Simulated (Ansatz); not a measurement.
`OB[Si](F)(F)Cl` + HCl → `OBCl` + `F[SiH](F)Cl` at 600 K and 1 bar (cleavage of the B–Si bond).

Gas-phase electronic energies from Ansatz, PBE0-D4/def2-TZVP geometries. CBS: MP2 limit from def2 TZ/QZ plus the TZ coupled-cluster correction, frozen cores. This one scheme is used for every species. One conformer a species, not always the lowest.

```tsv
species	CCSD(T)/CBS energy (Eh)	H − E (kJ/mol)	S (J/(mol·K))
`OB[Si](F)(F)Cl`	-1049.84519	156.3	456.3
HCl	-460.38127	35.4	207.2
`OBCl`	-561.03999	107.2	308.7
`F[SiH](F)Cl`	-949.23245	82.4	354.3
```

H − E and S are ideal-gas, rigid-rotor, harmonic terms from PBE0-D4/def2-TZVP, for one conformer and one mirror image of each species. 1 Eh = 2625.50 kJ/mol, R = 8.31446 J/(mol·K).

**Question.** By hand: ΔE, ΔH, ΔS and ΔG.

**Answer.** ΔE = (-561.03999) + (-949.23245) − (-1049.84519) − (-460.38127) = -0.04598 Eh = -120.7 kJ/mol. Δ(H − E) = 107.2 + 82.4 − 156.3 − 35.4 = -2.1, so ΔH = -122.8 kJ/mol. ΔS = 308.7 + 354.3 − 456.3 − 207.2 = -0.5 J/(mol·K). ΔG = -122.8 − 600 × (-0.5)/1000 = -122.5 kJ/mol.

**Question.** By hand: the equilibrium constant, and the temperature at which ΔG would vanish if ΔH and ΔS stayed fixed.

**Answer.** log₁₀ K = −ΔG/(RT ln 10) = 10.7. ΔG = 0 at ΔH/ΔS = 245600 K, far beyond where these terms or the molecules hold.

The number of gas molecules stays the same, so ΔS is small and ΔH decides. A doubt of 5 kJ/mol in ΔE shifts log₁₀ K by 0.4 here. Other conformers and mirror images would add mixing entropy, several J/(mol·K) or more a flexible species. Modes under 60 cm⁻¹, often nearly free rotors, make the harmonic entropy too high. These are equilibria of isolated gas molecules and say nothing of rates. Largest T1 diagnostic: 0.013 (customary marks: 0.02 for closed shells, 0.045 for open ones).
